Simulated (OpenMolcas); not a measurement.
# Ho3+ in octahedral coordination: ligands and hosts compared

```
Program             : OpenMolcas 26.06
Method              : CASSCF
Active space        : 10 electrons in 7 orbitals (4f)
Spin-orbit coupling : RASSI with atomic mean-field integrals over the reference wave functions
```

Distances were set from a Shannon-type radius of the metal (high-spin where two are listed) plus a fixed donor radius (I 2.13, Br 1.91, Cl 1.76, O 1.38, F 1.31 Å), in hosts weighted 0.65 to 0.35 with the host's distance in the model lattice. Anionic complexes are neutralised by point charges, and hosts are embedded clusters. Ligand basis ANO-RCC-VDZP. States (labels of O, the rotations of Oh). Energies in cm-1 above the lowest state or level, χT in cm3 K/mol.

| Ligand or host | R (Å) | Metal basis | Outer charge (e at Å behind ligand) | Ground state | First state of that spin | First gap with spin-orbit (degeneracies) | Width of lowest J | χT at 300 K |
| --- | --- | --- | --- | --- | --- | --- | --- | --- |
| I | 3.03 | ANO-RCC-VDZP | 0.5 at 2.8 | 5A2 | 5T2 33.0 | 3.8 (2, 3) | 78 | 13.893 |
| Br | 2.81 | ANO-RCC-VDZP | 0.5 at 3.2 | 5A2 | 5T2 46.2 | 5.3 (2, 3) | 111 | 13.875 |
| Cs2NaYCl6 | 2.646 | ANO-RCC-VDZP |  | 5A2 | 5T2 59.8 | 6.9 (2, 3) | 153 | 13.846 |
| Cs2ZrCl6 | 2.586 | ANO-RCC-VDZP |  | 5A2 | 5T2 72.0 | 8.3 (2, 3) | 188 | 13.815 |
| O | 2.28 | ANO-RCC-VDZP | 1.5 at 2.4 | 5A2 | 5T2 38.0 | 4.5 (2, 3) | 207 | 13.822 |
| CsCaF3 | 2.229 | ANO-RCC-VDZP |  | 5A2 | 5T2 119.1 | 13.7 (2, 3) | 318 | 13.712 |
| Cs2NaYF6 | 2.199 | ANO-RCC-VDZP |  | 5A2 | 5T2 130.4 | 15.1 (2, 3) | 352 | 13.672 |
| KZnF3 | 2.147 | ANO-RCC-VDZP |  | 5A2 | 5T2 160.1 | 18.3 (2, 3) | 414 | 13.595 |
| MgO | 2.22 | ANO-RCC-VDZP |  | 5A2 | 5T2 159.1 | 18.6 (2, 3) | 497 | 13.492 |

The rows also differ in their outer charges, so part of each step comes from that.

The width of the lowest J multiplet rises in the order I < Br < Cs2NaYCl6 < Cs2ZrCl6 < O < CsCaF3 < Cs2NaYF6 < KZnF3 < MgO, by a factor of 6.37 from first to last.

High states are left out of the spin-orbit mixing, which shifts the levels that they would mix with. Without dynamic correlation the ligand-field splitting of an f shell can come out too small, at times by half. The oxide ions are held by bare point charges, a crude embedding (holds for O). A group larger than the point group allows holds several states that coincide in this model. No measured value stands beside these numbers; the geometry was imposed, not optimised, and the real ion may take another.
